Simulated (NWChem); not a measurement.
**Basis-set dependence for sulfur trioxide (O₃S)**

```xyz
4

O      0.0000     0.0000     1.4693
S      0.0000     0.0000     0.0000
O     -1.2725     0.0000    -0.7347
O      1.2725     0.0000    -0.7347
```
Charge 0, spin multiplicity 1.

The numbers come from NWChem runs, not from measurements. Structure: optimised with PBE/def2-SVP, a minimum by its harmonic frequencies.

Hartree-Fock energies in Ha, correlation energies in mHa.

The correlated methods keep 8 core orbitals frozen. No row is a measurement; the coupled-cluster row has its own basis-set and correlation limits.

| basis | functions | RHF | MP2 | SCS-MP2 | CCSD | CCSD+T(CCSD) | CCSD(T) | CR-CCSD[T] | CR-CCSD(T) | RI-MP2 |
|---|---|---|---|---|---|---|---|---|---|---|
| STO-3G | 24 | -614.28253 | -233.3 | -228.0 | -231.6 | -264.6 | -260.5 | -258.1 | -254.6 | not run |
| cc-pVDZ | 60 | -621.98136 | -718.6 | -685.9 | -707.3 | -739.3 | -735.9 | -730.4 | -728.0 | -718.9 |
| cc-pVTZ | 124 | -622.12384 | -909.0 | -876.8 | not run | not run | not run | not run | not run | -909.1 |

From cc-pVDZ to cc-pVTZ the Hartree-Fock energy moves by -142.5 mHa and the MP2 correlation energy by -190.4 mHa, which is 21 % of its value in the larger set.
